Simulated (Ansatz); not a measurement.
A run for Ansatz (a program for electronic structure): R-wB97X-V/def2-TZVPP on BrGeH2N (SMILES [NH2][Ge][Br]), a point of a torsion scan.

Ansatz 0.2 input:
```yaml
crystal:
  periodic: [false, false, false]
  atoms:
    - {symbol: N, position_ang: [-0.69414155, 0.02611536, 0.14869497]}
    - {symbol: Ge, position_ang: [0.68317640, -1.06937859, -0.38624028]}
    - {symbol: Br, position_ang: [2.41165019, 0.26190061, 0.51539244]}
    - {symbol: H, position_ang: [-0.80964306, 0.99399547, -0.12011405]}
    - {symbol: H, position_ang: [-1.61758183, -0.38966480, 0.12800912]}
basis:
  gaussian:
    orbitals: def2-TZVPP
hamiltonian:
  xc: {name: wB97X-V}
scf: {lower_state_search: off}
```

The head of its log:

```
WARN ansatz: RAYON_NUM_THREADS=1 ignored (pool sized by the plan → 1); use --threads N
Functional definition: wB97X-V
these checks for a lower state are left out or cut short: stability, starts, cluster_reference, orbital_swaps, neighbouring_geometries, increment
integrals: 0.11 GiB planned
1075 factors; their error is unknown
integrals: 0.14 GiB planned
183 factors; integrals over basis functions are off by at most 4.8e-5 eV
mean field: 0.94 GiB planned
mean field evaluation 1: about -128071.5135 eV, gradient 5.2e1 eV
mean field evaluation 2: about -128069.1045 eV, gradient 6.2e1 eV
```

Task: Give the final energy of this run.

Result: -4706.7474 hartree.
